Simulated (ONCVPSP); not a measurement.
platinum (Pt): variants of one ONCV potential

Base potential:

ONCVPSP 4.0.1 input, shortened (lines: element, Z, core and valence counts, functional; n l f; lmax; l rc ep ncon nbas qcut; lloc lpopt rc5 dvloc0; l nproj debl; icmod fcfact rcfact), PBE, scalar-relativistic:

```
  Pt 78.00   10    4        4      upf
    1    0    2.00
    2    0    2.00
    2    1    6.00
    3    0    2.00
    3    1    6.00
    3    2   10.00
    4    0    2.00
    4    1    6.00
    4    2   10.00
    4    3   14.00
    5    0    2.00
    5    1    6.00
    5    2    9.00
    6    0    1.00
    2
    0    1.40    0.00    5    8    6.90
    1    1.60    0.00    4    7   10.40
    2    1.40    0.00    3    6    7.20
    2    5    1.40    0.00
    0    2    3.50
    1    1    2.10
    2    0    3.50
    3    4.25    1.45
```

All-electron outer shells of the reference configuration (PBE, scalar-relativistic, ld1.x):

```csv
shell,level (eV),outermost node (bohr),outermost maximum (bohr)
5s,-101.82,0.49,0.87
4f,-70.08,–,0.38
5p,-56.02,0.53,0.98
5d,-6.14,0.57,1.26
6s,-5.66,1.14,2.38
```

Cutoffs, loose and tight: the cutoffs (Ha) at which the residual kinetic energy of the hardest occupied pseudo-wave falls to 1 and 0.1 mHa per electron. They do not see the model core or the augmentation charge, which bear on the density cutoff. Test errors are all-electron minus pseudo excitation energies from the reference, over the configurations 5s2 5p6 5d9 6s0; 5s2 5p6 5d8 6s0; 5s2 5p6 5d7 6s0; 5s2 5p6 5d10 6s0. A dash means not determined; rows that change the core or the reference have their own tests.

```csv
change,outcome,"cutoff, loose","cutoff, tight",bound ghosts,GHOST(+) flags above zero,largest test error (meV)
base,generated,68 Ha,85 Ha,none,none,-7.4
"core correction Teter function, fcfact 1.5, rcfact 1.45",generated,68 Ha,85 Ha,none,none,-5.7
"core correction Teter function, fcfact 2.1, rcfact 1.45",generated,68 Ha,85 Ha,none,none,-5.8
"core correction Teter function, fcfact 2.8, rcfact 1.45",generated,68 Ha,85 Ha,none,none,-6.2
"core correction Teter function, fcfact 3.3, rcfact 1.45",generated,68 Ha,85 Ha,none,none,-6.6
"core correction Teter function, fcfact 4.3, rcfact 1.45",generated,68 Ha,85 Ha,none,none,-7.5
"core correction Teter function, fcfact 4.9, rcfact 1.45",generated,68 Ha,85 Ha,none,none,-8.0
"core correction Teter function, fcfact 5.4, rcfact 1.45",generated,68 Ha,85 Ha,none,none,-8.5
"core correction Teter function, fcfact 6.2, rcfact 1.45",generated,68 Ha,85 Ha,none,none,-9.3
"core correction Teter function, fcfact 7, rcfact 1.45",generated,68 Ha,85 Ha,none,none,-10
"core correction Teter function, fcfact 7.7, rcfact 1.45",generated,68 Ha,85 Ha,none,none,-11
```

Reading the sweep of the fcfact (base included, trends over the rows without a ghost): The loose cutoff stays near 68 Ha. The median size of the test errors (rows with all tests solved) rises from 4.9 meV at 1.5 to 6.2 meV at 7.7.
